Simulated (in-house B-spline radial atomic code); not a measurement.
Fe¹⁵⁺. Computed with a B-spline radial atomic code. Model: all-electron spherical atom, spin shells full or empty, radial basis limit, no spin-orbit coupling: exact exchange with a local potential (Slater, KLI or optimised effective potential, whose far tail is KLI's), no correlation.

Empty minority-spin level lies below the highest occupied level: each spin potential is zero at infinity, spin occupations fixed.

Exchange potential has not reached -1/r at the last radius.

The run also made RPA and GW results, which its time includes.

The Slater potential averages the orbital exchange potentials with the orbital densities as weights, KLI adds orbital constants, and the optimised effective potential minimises the exact-exchange energy among local potentials. So their energies lie above Hartree-Fock in the order OEP, KLI, Slater. All fall off as −1/r, unlike LDA and GGA exchange.

Command:
```bash
python run_gw.py task.json out
```
Settings (lengths in bohr, energies in hartree):
```
Z                      26
electrons              11
configuration          [Ne] 3s1
hamiltonian            nr
method                 slater
lmax                   9
spin_polarised         True
box_radius             5
intervals              64
ion_configuration      [He] 2s2 2p6
```

Time taken, with all properties: 4 s on 1 thread of Intel(R) Xeon(R) Platinum 8259CL CPU @ 2.50GHz (Skylake/Cascade Lake), with other jobs on the host.

Given: hamiltonian non-relativistic; mean-field start Slater potential.

Computed: energy above Hartree-Fock 59.663 millihartree; virial ratio -E/T less 1 -0.01017.

| radius (bohr) | r times exchange potential up (hartree bohr) | r times exchange potential down (hartree bohr) |
| --- | --- | --- |
| 0.00192 | -0.051268 | -0.050834 |
| 0.00231 | -0.061637 | -0.061116 |
| 0.00277 | -0.073837 | -0.073214 |
| 0.00332 | -0.088376 | -0.087631 |
| 0.00398 | -0.10574 | -0.10485 |
| 0.00477 | -0.12638 | -0.12533 |
| 0.00572 | -0.15097 | -0.14971 |
| 0.00686 | -0.1801 | -0.17861 |
| 0.00823 | -0.21449 | -0.21273 |
| 0.00986 | -0.25444 | -0.25238 |
| 0.0118 | -0.30045 | -0.29805 |
| 0.0142 | -0.35489 | -0.35214 |
| 0.017 | -0.41473 | -0.41162 |
| 0.0204 | -0.48192 | -0.47846 |
| 0.0245 | -0.55486 | -0.5511 |
| 0.0293 | -0.6293 | -0.62536 |
| 0.0352 | ? | ? |
| 0.0422 | -0.77596 | -0.7722 |
| 0.0506 | -0.83503 | -0.83179 |
| 0.0607 | -0.87454 | -0.87231 |
| 0.0728 | -0.88754 | -0.88684 |
| 0.0873 | -0.88092 | -0.88114 |
| 0.105 | -0.89095 | -0.88838 |
| 0.126 | ? | ? |
| 0.151 | -1.072 | -1.0561 |
| 0.181 | -1.2047 | -1.1854 |
| 0.216 | -1.3187 | -1.2998 |
| 0.26 | -1.3968 | -1.3817 |
| 0.311 | -1.4155 | -1.4121 |
| 0.373 | -1.3514 | -1.3975 |
| 0.448 | -1.1628 | -1.3522 |
| 0.537 | -0.9735 | -1.296 |
| 0.644 | -0.93596 | -1.2416 |
| 0.772 | -0.96376 | -1.1948 |
| 0.926 | -0.9876 | -1.1561 |
| 1.11 | -0.99741 | -1.1244 |
| 1.33 | -0.99978 | -1.0982 |

(1) What belongs in the row 0.0352?

(2) What belongs in the row 0.126?

| occupied | level (hartree) | Hartree-Fock level (hartree) |
| --- | --- | --- |
| 1s up | -277.94 | -279.69 |
| 1s down | -277.87 | -279.6 |
| 2s up | -48.905 | -49.262 |
| 2s down | ? | ? |
| 2p up | -45.12 | -44.826 |
| 2p down | -45.103 | -44.769 |
| 3s up | -18.122 | -17.827 |

(3) What belongs in the row 2s down?

| empty | level (hartree) |
| --- | --- |
| 3s down | -18.455 |
| 3p down | -17.298 |
| 3p up | -16.964 |
| 3d down | ? |
| 3d up | -15.335 |
| 4s down | ? |
| 4s up | -9.5312 |
| 4p down | -9.1861 |
| 4p up | -9.0696 |
| 4d down | -8.5575 |
| 4d up | -8.454 |
| 4f down | -8.2394 |
| 4f up | -8.0581 |

(4) What belongs in the row 3d down?

(5) What belongs in the row 4s down?

Results:

(1) r times exchange potential up (hartree bohr): -0.70552; r times exchange potential down (hartree bohr): -0.70156.

(2) r times exchange potential up (hartree bohr): -0.95655; r times exchange potential down (hartree bohr): -0.94719.

(3) level (hartree): -48.91; Hartree-Fock level (hartree): -49.127.

(4) level (hartree): -15.656.

(5) level (hartree): -9.651.

The highest level, 3s up, differs from Hartree-Fock by -8 eV and the deepest, 1s up, by +47.4 eV: the Slater potential lacks the response part and is deeper than the optimised one throughout, so the top level comes too deep.
